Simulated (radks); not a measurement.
Values are calculated unless marked as measured or tabulated.
Fractional charge and spin in the 5s shell of europium: the spin-up occupation runs from 0 to 1 and the spin-down occupation from 0 to 1; the fullest corner is Eu3+, [Kr] 4d10 4f(up 3, down 3) 5p6 5s(up 1, down 1). Code: a radial shooting solver on a logarithmic mesh with Libxc functionals. Model: scalar-relativistic Kohn-Sham, BLYP, spin-polarised, spherical densities, finite nucleus; Fermi nuclear charge, rms radius of each element as measured or else 0.836 A^(1/3) + 0.57 fm. Energy (eV) above the fullest corner. The planes named below are the two flat planes that join the four corners, with an edge along up + down = one added electron.

\begin{tabular}{lrrrrr}
down \ up & 0 & 0.25 & 0.5 & 0.75 & 1 \\ \hline
0 & 175.450 & 150.126 & 125.755 & 102.329 & 79.841 \\
0.25 & 150.126 & 125.818 & 102.452 & 80.022 & 58.519 \\
0.5 & 125.755 & 102.452 & 80.082 & 58.638 & 38.111 \\
0.75 & 102.329 & 80.022 & 58.638 & 38.169 & 18.608 \\
1 & 79.841 & 58.519 & 38.111 & 18.608 & 0.000 \\
\end{tabular}

Corners above the fullest one (they belong to Eu4+ and the next ion): (up 1, down 0) 79.841 eV, (up 0, down 1) 79.841 eV, (up 0, down 0) 175.45 eV. With half an added electron in each spin the energy lies 0.241 eV from the planes, and with half an added electron in spin up alone -1.890 eV. The planes are only a guide here: the flat-plane condition holds for ground states with one frontier orbital, while this shell lies below other occupied shells, so the corners above the fullest one are inner-hole states and not the ground states of those ions.
